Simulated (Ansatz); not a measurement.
Cl$_{5}$Ta, charge +1, doublet, geometry from GFN2-xTB (such geometries of metal compounds can be far from the true shape) (the multiplicity is a formal guess) (core potentials on Ta); Ansatz (a first-principles code) with R2SCAN/def2-SVP.

The Ansatz input:
Ansatz 0.2 input:
```yaml
crystal:
  periodic: [false, false, false]
  atoms:
    - {symbol: Ta, position_ang: [-0.14669196, 0.07679948, -0.00835459]}
    - {symbol: Cl, position_ang: [1.88890779, -0.82626700, 1.17151376]}
    - {symbol: Cl, position_ang: [-1.41439226, 0.47835746, -1.79518920]}
    - {symbol: Cl, position_ang: [0.20010152, 2.10149858, 0.79043870]}
    - {symbol: Cl, position_ang: [1.45554017, -0.99023318, -1.40972975]}
    - {symbol: Cl, position_ang: [-1.50024469, -1.09314185, 1.27884206]}
basis:
  gaussian:
    orbitals: def2-SVP
hamiltonian:
  xc: r2scan
total_charge: 1
magnetization: {spin_polarized: true, initial_magnetization: 1}
```

Q: Predict the main parts of the log of this Ansatz run.

A: 
```
Functional definition: r2SCAN
1279 factors; their error is unknown
mean field evaluation 1: about -64139.6549 eV, gradient 1.5e1 eV
mean field evaluation 2: about -64139.3666 eV, gradient 1.7e1 eV
mean field evaluation 4: about -64140.7302 eV, gradient 1.3e0 eV
mean field evaluation 8: about -64140.7344 eV, gradient 1.6e-1 eV
mean field evaluation 16: about -64140.6516 eV, gradient 2.0e-4 eV
mean field evaluation 32: about -64140.4391 eV, gradient 4.6e0 eV
mean field -64140.65159719 eV, -2357.1254701016 hartree, gradient 2.5e-5 eV, S^2 0.754806; 3 other end points of the search recorded, 0 dependent functions left out
reference -64140.65161753 eV, -2357.1254708490 hartree; 49, 48 occupied and 73, 74 virtual orbitals, 1279 factors
Total energy: -64140.65161753 eV, -2357.1254708490 hartree
```
